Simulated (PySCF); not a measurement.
An unknown shows these calculated signals:

¹H NMR (400 MHz, computed): δ 6.90 (br s, 1H), 6.73 (br s, 1H), 4.28 (m, 1H), 3.44 (m, 1H), 3.36 (m, 1H), 0.10 (s, 9H).

¹³C{¹H} NMR (computed): δ 149.6 (C), 136.8 (CH2), 54.1 (CH), 1.2 (CH3).

Calculated, not measured (PySCF 2.14.0 with density-fitted response routines): shieldings: GIAO PBE0/pcSseg-1, GFN2-xTB structure. No solvent, one computed conformer, equivalent nuclei averaged, non-relativistic.

References, each an isolated molecule treated in the same way: ¹H (σref 31.72), ¹³C (σref 186.93) against TMS.

Which of these does the molecule contain: an amide, a ketone, a vinyl group CH=CH2, a Si–H bond, a three-membered ring, a non-aromatic C=C double bond?

Results:


- An amide: no.
- A ketone: no.
- A vinyl group CH=CH2: no.
- A Si–H bond: yes (δH 3.36 (m), 3.44 (m)).
- A three-membered ring: yes.
- A non-aromatic C=C double bond: yes.

The data belong to `InChI=1S/C6H14OSi2/c1-5-6(8-5)7-9(2,3)4/h6H,1,8H2,2-4H3/t6-/m1/s1`; they needn't prove each group on their own.

Carbon signals by region: 2 in the sp2 and nitrile region (100–160 ppm), 1 at 50–100 ppm, 1 below 50 ppm.

Shifts are as computed. Against solution values, carbons near 30 ppm lie about +3 ppm off and those near 130 ppm about +5 ppm. Of 1309 compounds with measured shifts, 239 miss one by over three times the rms of a fit or turn the order of signals round; such compounds aren't used in these exercises. No couplings were computed; multiplicities are counted from neighbouring protons, with m where these are inequivalent, close in shift, in a saturated or five-membered ring or joined by F or P, and br s for small geminal =CH2 splittings.
